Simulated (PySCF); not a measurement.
silyl(silyloxy)silane (H8OSi3), SMILES [SiH3]O[SiH2][SiH3]. Heavy atoms are numbered as in [SiH3:1][O:2][SiH2:3][SiH3:4]. Hydrogens are named by the atom that carries them.

Coordinates come from a TPSSh-D3(BJ)/def2-SVP optimisation. One conformer was computed; it need not be the lowest.

Computed with HF/pcSseg-1 run with PySCF.

GIAO shieldings, no solvent; atoms alike by connectivity are averaged. δ = σ(ref) − σ: ²⁹Si against TMS (σ = 393.8 ppm); ¹⁷O against H2O (σ = 333.0 ppm); ¹H against TMS (σ = 31.99 ppm), references at their B3LYP-D3(BJ)/def2-TZVP geometries, non-relativistic.

Computed chemical shifts:
```
nucleus       atoms  count  δ (ppm)
-------  ----------  -----  -------
²⁹Si     Si3 (SiH2)      1    -26.5
²⁹Si     Si1 (SiH3)      1    -42.5
²⁹Si     Si4 (SiH3)      1    -95.1
¹⁷O              O2      1    -19.9
¹H         H on Si3      2     5.04
¹H         H on Si1      3     4.64
¹H         H on Si4      3     3.57
```
